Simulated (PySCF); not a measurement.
Se(OH)(SMe) (CH4OSSe), SMILES [Se](O)SC.

Coordinates come from a PBE-D3(BJ)/def2-SVP optimisation. The structure was generated by enumeration, and PubChem lists no compound with its InChIKey, so it may never have been made. One conformer was computed; it need not be the lowest.

These are ωB97X/def2-TZVP in PySCF values and carry that method's errors.

| Quantity | Value |
|---|---|
| total energy | -2915.53785 hartree |
| highest occupied level | -9.16 eV |
| lowest empty level | 0.98 eV |
| orbital gap | 10.14 eV |
| dipole moment | 0.90 D |
| quadrupole, principal values (traceless, Buckingham form, about the centre of nuclear charge) | -9.21, -0.33, 9.54 D·Å |
| mean static polarisability | 63.1 bohr³ (9.36 Å³) |
| polarisability, principal values | 51.2, 53.7, 84.5 bohr³ |
